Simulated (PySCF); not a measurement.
All values below come from B3LYP-D3(BJ)/def2-TZVP run with PySCF. Isolated molecules, 0 K electronic values unless said otherwise. One relaxed conformer stands for a flexible species; it need not be the lowest. B3LYP has the VWN-RPA correlation part, as in Gaussian. 

Reference species (SMILES): `[OH][Al]([OH])[OH]` (neutral, multiplicity 1).

- HOMO–LUMO gap: 7.93 eV
- LUMO: -0.80 eV

Changed species: `[SH][Al]([OH])[OH]` (1 of 3 OH replaced by SH; the reference has 0 of 3 OH replaced by SH).

Give the shifts of the HOMO–LUMO gap and LUMO.

the HOMO–LUMO gap falls by 1.33 eV, to 6.60 eV; the LUMO is nearly the same.
